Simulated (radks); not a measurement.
Results of a calculation; reference values are marked as such.
The terbium ion Tb22+, configuration [Kr] 4d7.

Code: a radial shooting solver on a logarithmic mesh with Libxc functionals. Model: scalar-relativistic Kohn-Sham, r2SCAN, spin-polarised, spherical densities, finite nucleus; open shells are filled with parallel spins first (spin-orbit coupling, left out, can overturn this in heavy ions); meta-GGA in the generalised Kohn-Sham scheme; Fermi nuclear charge, rms radius 5.06 fm.

Energy parts (eV):
| part | energy |
|---|---|
| total | -313219.15 |
| kinetic | 337527.96 |
| electron-nucleus | -737061.23 |
| Hartree | 92636.54 |
| exchange-correlation | -6322.43 |

Orbitals (lengths in bohr, moments of r in powers of bohr; r(max) is where P^2 peaks):
orbital  occ.  eigenvalue (eV)      <r^4>   r(max)      <r^2>
1s up       1        -52569.45  1.065e-06  0.01364  0.0006319
1s down     1        -52569.44  1.065e-06  0.01364  0.0006319
2s up       1        -9274.443  0.0001683  0.07747   0.009888
2s down     1        -9271.070  0.0001682  0.07746   0.009885
2p up       3        -8309.069  0.0001264  0.06281   0.007992
2p down     3        -8306.471  0.0001264  0.06280   0.007989
3s up       1        -2559.570   0.006330   0.2192    0.06484
3s down     1        -2558.898   0.006313   0.2192    0.06479
3p up       3        -2260.464   0.006625   0.2152    0.06499
3p down     3        -2259.449   0.006602   0.2153    0.06492
3d up       5        -1873.032   0.005219   0.1762    0.05438
3d down     5        -1870.691   0.005207   0.1764    0.05436
4s up       1        -971.9845     0.1226   0.4913     0.2954
4s down     1        -964.3123     0.1233   0.4912     0.2961
4p up       3        -866.2589     0.1459   0.5077     0.3199
4p down     3        -858.6710     0.1470   0.5077     0.3209
4d up       5        -721.7253     0.1741   0.5132     0.3424
4d down     2        -714.1683     0.1760   0.5133     0.3439

The highest occupied level is 4d down at -714.17 eV. For comparison, the ionisation energy in NIST's Atomic Spectra Database is 732 eV (theoretical). In exact Kohn-Sham theory the highest level is minus the ionisation energy, but local and semilocal functionals leave it too shallow, through self-interaction and a potential that decays too fast; potentials with the right tail come closer. Summed over all electrons, <r^2> = 6.046 bohr^2, which gives a Langevin (diamagnetic) susceptibility term of -4.79 x 10^-6 cm^3/mol. Spin moment in Bohr magnetons: 3. The spin density at the nucleus is -5.44 e/bohr^3 (1s -0.36, 2s -15.85, 3s 5.50, 4s 5.26).
